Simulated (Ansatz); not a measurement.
```yaml
crystal:
  periodic: [false, false, false]
  atoms:
    - {symbol: F, position_ang: [1.013905, 1.593031, 1.054119]}
    - {symbol: C, position_ang: [-0.022351, 1.210507, 0.194703]}
    - {symbol: N, position_ang: [0.288653, 0.030234, -0.507257]}
    - {symbol: Al, position_ang: [-0.201946, -1.624065, -0.061363]}
    - {symbol: H, position_ang: [-0.181880, 2.064807, -0.470473]}
    - {symbol: H, position_ang: [-0.903581, 1.058933, 0.824114]}
    - {symbol: H, position_ang: [0.942991, 0.191415, -1.259718]}
    - {symbol: H, position_ang: [0.369037, -2.811546, -0.934195]}
    - {symbol: H, position_ang: [-1.216328, -1.759517, 1.143071]}
basis:
  gaussian: {orbitals: 6-31G}
magnetization: {spin_polarized: true, initial_magnetization: 1}
hamiltonian: {xc: {name: r2SCAN}}
output: {forces: true}
```

```sh
$ ansatz run in.yaml --threads 2 --pin off --events-out ev --progress --plain --max-ram 4352MiB
```

It prints (some lines left out):

```
Error: a molecule whose nuclei and cores have a total charge of 40 cannot have a net charge of 0 together with 1 unpaired electrons
```

Q: What is wrong with this run?

A: The number of unpaired electrons doesn't fit the electron count. The program refused the input.
